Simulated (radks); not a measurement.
Results of a calculation; reference values are marked as such.
These are the eigenvalues of the occupied orbitals of an atom or ion with whole-number occupations (hartree). Code: a radial shooting solver on a logarithmic mesh with Libxc functionals. Model: scalar-relativistic Kohn-Sham, LDA (Slater exchange, Perdew-Wang correlation), spin-polarised, spherical densities, finite nucleus; Fermi nuclear charge, rms radius of each element as measured or else 0.836 A^(1/3) + 0.57 fm.

orbital  eigenvalue
1s up     -1113.620
1s down   -1113.618
2s up     -170.5511
2s down   -170.5490
2p up     -153.3394
2p down   -153.3374
3s up     -34.41727
3s down   -34.41472
3p up     -28.80458
3p down   -28.80198
3d up     -20.21054
3d down   -20.20789
4s up      -6.69407
4s down    -6.68792
4p up      -4.96992
4p down    -4.96268
4d up      -2.46015
4d down    -2.44680
5s up      -1.56738
5d up      -0.69730

Which element is it, and in what charge state? The configuration may be excited. Open shells, if any, are filled with parallel spins first.

Answer. Z = 51, antimony, charge +3: Sb3+ in [Kr] 4d10 5s1 5d1. The list shows which subshells hold electrons but not how many an open one holds; the 1s level, -1113.6 hartree, gives Z - s = 47.2 by -(Z - s)^2/2, which with screening and relativity narrows Z to a few neighbours, and the depths of the outer levels then fix element, charge and occupations together.
